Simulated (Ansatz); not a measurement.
Isolated molecules relaxed with PBE0-D4/def2-TZVP in Ansatz; ΔE leaves out vibrations. CBS: MP2 limit from def2 TZ/QZ plus the TZ coupled-cluster correction, frozen cores. This one scheme is used for every species, atoms too. Functionals use def2-TZVPP. Open shells (•) are unrestricted, without spin–orbit coupling. Spin–orbit coupling would lower the free atoms: a little for Cl, O; clearly for Ge. Bonds to Ge are less sure, by a few kJ/mol each and by 10 to 20 or more in all where they break to atoms, as the def2 sets lack core-valence functions. Scalar relativity is left out up to krypton. One conformer a species, not always the lowest.

`[OH][Ge]([OH])([OH])[Cl]` → Cl• + Ge• + 3 H• + 3 O•  (atomization)

`[OH][Ge]([OH])([OH])[Cl]`:

Cartesian coordinates in Å:
```
O -0.850 -0.735 1.322
Ge -0.007 0.041 0.003
O 1.704 -0.277 0.152
O -0.583 -0.618 -1.508
Cl -0.359 2.158 0.057
H -1.791 -0.540 1.334
H 2.101 0.147 0.917
H -0.215 -0.176 -2.277
```

| level | ΔE (eV) |
| --- | --- |
| PBE-D4 | 30.37 |
| ωB97X-V | 29.88 |
| CCSD/def2-TZVPP | 28.53 |
| HF/def2-QZVPP | 19.71 |

**Question.** What does CCSD(T)/CBS give? (An estimate is asked.)

**Answer.** Ansatz gave: +30.09 eV. The listed levels differ from it by 0.28, -0.21, -1.56, -10.38 eV.

Largest T1 diagnostic among the species: 0.011.

In def2-TZVPP, CCSD(T) changes the Hartree–Fock value by +9.51 eV (the triples alone add +0.65 eV) and MP2 by +10.69 eV; breaking electron pairs costs correlation energy, which Hartree–Fock lacks. From PBE to PBE0 (25 % exact exchange), in def2-TZVPP and without D4, ΔE moves by −0.96 eV: exact exchange takes away binding that semilocal exchange gives to molecules.

For atomizations the MP2-based limit and the directly extrapolated one differ by several kJ/mol either way, and by 10 to 25 for some Ge, Se and Sn compounds, so smaller differences from it don't rank the levels.
